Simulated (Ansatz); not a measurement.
Basis sets compared for the cluster Ba2S2 (the lowest singlet isomer of a short search). Total charge 0; singlet. Geometry r2SCAN-D4/def2-SVP. Ansatz on 4 threads of Arm Neoverse V1 on a shared host; times are rough, and most runs start from earlier orbitals.

```csv
atom,x (Å),y (Å),z (Å)
Ba1,1.819,0.387,-0.780
Ba2,-1.825,-0.384,0.767
S3,0.165,-1.868,-0.542
S4,-0.159,1.865,0.554
```

In the def2 sets Ba takes a core potential; there is no spin–orbit coupling. The structure comes from a short search, and lower isomers may exist.

Binding counts from free atoms (Ba singlet, S triplet) in the same basis, without a counterpoise term.

| level | functions | energy (Eh) | HOMO (eV) | LUMO (eV) | binding per atom (eV) | wall time |
| --- | --- | --- | --- | --- | --- | --- |
| PBE-D4/def2-SVP | 96 | -846.9763 | -4.01 | -1.68 | 3.36 | 1.7 s |
| PBE-D4/def2-TZVP | 154 | -847.2991 | -3.95 | -1.68 | 3.32 | 3 s |
| r2SCAN-D4/def2-TZVP | 154 | -847.5682 | -4.03 | -1.16 | 3.42 | 6.6 s |
| PBE0-D4/def2-SVP | 96 | -846.9982 | -4.88 | -1.16 | 3.28 | 1.8 s |
| PBE0-D4/def2-TZVP (with forces) | 154 | -847.3192 | -4.84 | -1.15 | 3.26 | 4.9 s |

Question: Estimate the rows for PBE-D4/def2-TZVPD, r2SCAN-D4/def2-TZVPD, PBE0-D4/def2-TZVPD.

Answer: 
| level | functions | energy (Eh) | HOMO (eV) | LUMO (eV) | binding per atom (eV) | wall time |
| --- | --- | --- | --- | --- | --- | --- |
| PBE-D4/def2-TZVPD | 172 | -847.3009 | -3.97 | -1.68 | 3.33 | 3.2 s |
| r2SCAN-D4/def2-TZVPD | 172 | -847.5701 | -4.03 | -1.13 | 3.43 | 6.5 s |
| PBE0-D4/def2-TZVPD | 172 | -847.3212 | -4.85 | -1.14 | 3.27 | 3.8 s |
